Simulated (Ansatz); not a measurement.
Ga₃N₄⁻, relaxed as a singlet with RKS PBE-D4/def2-SVPD in Ansatz, starting from the GFN1-xTB geometry. Force threshold 0.02 eV/Å.

The restricted singlet is unstable towards broken spin symmetry in Hartree–Fock (as tested in another run); at PBE-D4/def2-SVPD this wasn't settled. The highest occupied level of the charge -1 singlet lies above zero (up to 0.44 eV). The electron is either unbound and held by the finite basis, or the level is raised by self-interaction error. The structure comes from a short search, and lower isomers may exist.

Start:

```xyz
7

Ga   -1.698    0.452   -0.544
Ga    1.754    0.295    0.478
Ga   -0.147   -1.979    0.176
N    -0.265    1.044    1.061
N    -0.392   -0.161    1.301
N     0.399    0.791   -1.225
N     0.349   -0.443   -1.247
```

(1) Estimate the energy that the relaxation releases and the steps that it takes.

(2) Does the start keep its bonding and symmetry?

(3) Predict the relaxed structure.

## Answers

(1) 2.6 kcal/mol, in 8 steps; 21 s on 4 threads of Arm Neoverse V1 on a shared host. No frequencies were taken in this run, so the end may be a saddle point.

(2) By distances, no bond broke or formed. The bond that changes most is Ga1–N6, from 2.23 to 2.34 Å (atoms count from 1). Point group C2v at the start, C2v at the end, both within 0.05 Å.

(3) 
```xyz
7

Ga   -1.7533    0.4736   -0.5619
Ga    1.8099    0.3084    0.4935
Ga   -0.1454   -1.9947    0.1783
N    -0.2987    1.0498    1.1728
N    -0.4078   -0.1580    1.3521
N     0.4317    0.7720   -1.3365
N     0.3636   -0.4512   -1.2982
```
Bond lengths (bridged metal pairs left out): 2 × Ga–N 2.20 Å; 2 × N–N 1.23 Å.
